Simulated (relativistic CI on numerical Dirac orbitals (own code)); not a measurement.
**How well does a small relativistic CI reproduce Ar⁺?**

Calculated at this level of theory: Dirac-Coulomb-Breit CI, separate exchange-only KLI orbitals for each configuration, a model potential for QED, valence Slater integrals scaled by 0.85, P86 correlation estimate, and configurations built on the next ion tied to the tabulated ionisation energy (semi-empirical) (own radial code, finite nucleus).

Configurations in the expansion (outside the closed core [Ne]): 3s2 3p5, 3s 3p6, 3s2 3p4 3d, 3s2 3p4 4s, 3s2 3p4 4p, 3s2 3p4 4d, 3s2 3p4 5s, 3s2 3p4 4f, 3s2 3p3 3d2, 3s 3p5 3d, 3s2 3p4 5p, 3s2 3p4 5d, 3s2 3p3 4s2, 3s2 3p4 5f, 3s2 3p4 5g, 3s2 3p3 3d 4s, 3s2 3p3 4s 4p, 3s2 3p3 3d 4p, 3p5 3d2, 3s2 3p3 4p2, 3s 3p5 4s. Levels of other configurations are missing.

| Configuration | Term (tabulated) | J | Measured (cm⁻¹) | Computed | Error | Purity (%) |
| --- | --- | --- | --- | --- | --- | --- |
| 3s2 3p5 | 2P° | 3/2 | 0.0 | 0 | 0 | 97 |
| 3s2 3p5 | 2P° | 1/2 | 1431.6 | 1418 | -14 | 97 |
| 3s 3p6 | 2S † | 1/2 | 108721.5 | 119493 | 10771 | 56 |
| 3s2 3p4 3d | 4D | 7/2 | 132327.4 | 134307 | 1980 | 98 |
| 3s2 3p4 3d | 4D | 5/2 | 132481.2 | 134471 | 1989 | 97 |
| 3s2 3p4 3d | 4D | 3/2 | 132630.7 | 134630 | 1999 | 98 |
| 3s2 3p4 3d | 4D | 1/2 | 132737.7 | 134743 | 2006 | 98 |
| 3s2 3p4 4s | 4P | 5/2 | 134241.7 | 134984 | 742 | 98 |
| 3s2 3p4 4s | 4P | 3/2 | 135086.0 | 135831 | 745 | 96 |
| 3s2 3p4 4s | 4P | 1/2 | 135601.7 | 136363 | 761 | 98 |
| 3s2 3p4 4s | 2P | 3/2 | 138243.6 | 138634 | 391 | 96 |
| 3s2 3p4 4s | 2P | 1/2 | 139258.3 | 139649 | 391 | 98 |
| 3s2 3p4 3d | 4F | 9/2 | 142186.3 | 143560 | 1373 | 99 |
| 3s2 3p4 3d | 4F | 7/2 | 142717.1 | 144109 | 1392 | 99 |
| 3s2 3p4 3d | 4F | 5/2 | 143107.7 | 144512 | 1404 | 99 |
| 3s2 3p4 3d | 4F | 3/2 | 143371.4 | 144784 | 1413 | 99 |
| 3s2 3p4 4s | 2D | 3/2 | 148620.1 | 149907 | 1286 | 72 |
| 3s2 3p4 4s | 2D | 5/2 | 148842.5 | 150049 | 1207 | 82 |
| 3s2 3p4 3d | 2D | 3/2 | 150475.0 | 152762 | 2287 | 73 |
| 3s2 3p4 3d | 2D | 5/2 | 151087.3 | 153448 | 2361 | 76 |
| 3s2 3p4 4p | 4P° | 5/2 | 155043.2 | 155574 | 531 | 96 |
| 3s2 3p4 4p | 4P° | 3/2 | 155351.1 | 155891 | 540 | 95 |
| 3s2 3p4 4p | 4P° | 1/2 | 155708.1 | 156256 | 548 | 97 |
| 3s2 3p4 4p | 4D° | 7/2 | 157234.0 | 157632 | 398 | 99 |
| 3s2 3p4 4p | 4D° | 5/2 | 157673.4 | 158055 | 382 | 73 |
| 3s2 3p4 4p | 4D° | 3/2 | 158167.8 | 158580 | 412 | 89 |
| 3s2 3p4 4p | 4D° | 1/2 | 158428.1 | 158855 | 427 | 98 |
| 3s2 3p4 4p | 2D° | 5/2 | 158730.3 | 159040 | 309 | 74 |
| 3s2 3p4 4p | 2D° | 3/2 | 159393.4 | 159720 | 327 | 81 |
| 3s2 3p4 4p | 2P° | 1/2 | 159706.5 | 160251 | 544 | 65 |
| 3s2 3p4 4p | 2P° | 3/2 | 160239.4 | 160792 | 553 | 85 |
| 3s2 3p4 4p | 2F° | 5/2 | 170401.0 | 171410 | 1009 | 99 |
| 3s2 3p4 4p | 2F° | 7/2 | 170530.4 | 171529 | 999 | 99 |
| 3s2 3p4 4p | 2P° | 3/2 | 172213.9 | 173267 | 1053 | 93 |
| 3s2 3p4 4p | 2P° | 1/2 | 172816.3 | 173834 | 1018 | 95 |

Measured levels from NIST Handbook of Basic Atomic Spectroscopic Data (Sansonetti and Martin, J. Phys. Chem. Ref. Data 34, 1559 (2005)); pairs were made by configuration, J and term (by order where the table uses no LS term), so strongly mixed levels may be paired wrongly.

Mean error by configuration (cm⁻¹): 3s2 3p5 -14; 3s2 3p4 3d 1820; 3s2 3p4 4s 789; 3s2 3p4 4p 603. Over the excited levels the mean absolute error is 994 cm⁻¹ (34 of the 34 excited levels that our extract of the source holds in range could be paired), and the median relative error of those above 1,000 cm⁻¹ is 0.59 %. † marks terms whose computed intervals miss the measured ones by more than a factor of 2.5, or configurations far off the rest, from wrong mixing, a near crossing or a doubtful label or measurement; they are left out of the means.

Transition probabilities of persistent lines. The last column rescales the computed rate by the cube of measured over computed energy:

```
λ measured (Å)              Lower               Upper  A tabulated (s⁻¹)  A computed  A rescaled
 661.87 vacuum    3s2 3p5 2P°_3/2   3s2 3p4 3d 2D_5/2           8.05e+08    1.08e+09    1.03e+09
 670.95 vacuum    3s2 3p5 2P°_1/2   3s2 3p4 3d 2D_3/2           6.43e+08    1.11e+09    1.06e+09
 671.85 vacuum    3s2 3p5 2P°_3/2   3s2 3p4 4s 2D_5/2           7.90e+08    6.86e+08    6.69e+08
 723.36 vacuum    3s2 3p5 2P°_3/2   3s2 3p4 4s 2P_3/2           2.31e+09    2.72e+09    2.70e+09
 919.78 vacuum    3s2 3p5 2P°_3/2       3s 3p6 2S_1/2           1.43e+08    5.23e+07    3.94e+07
 932.05 vacuum    3s2 3p5 2P°_1/2       3s 3p6 2S_1/2           7.00e+07    2.75e+07    2.06e+07
   4348.06 air  3s2 3p4 4s 4P_5/2  3s2 3p4 4p 4D°_7/2           1.17e+08    1.23e+08    1.29e+08
   4609.57 air  3s2 3p4 4s 2D_5/2  3s2 3p4 4p 2F°_7/2           7.89e+07    9.80e+07    1.01e+08
   4806.02 air  3s2 3p4 4s 4P_5/2  3s2 3p4 4p 4P°_5/2           7.80e+07    7.82e+07    8.06e+07
   4879.86 air  3s2 3p4 4s 2P_3/2  3s2 3p4 4p 2D°_5/2           8.23e+07    7.95e+07    8.05e+07
```
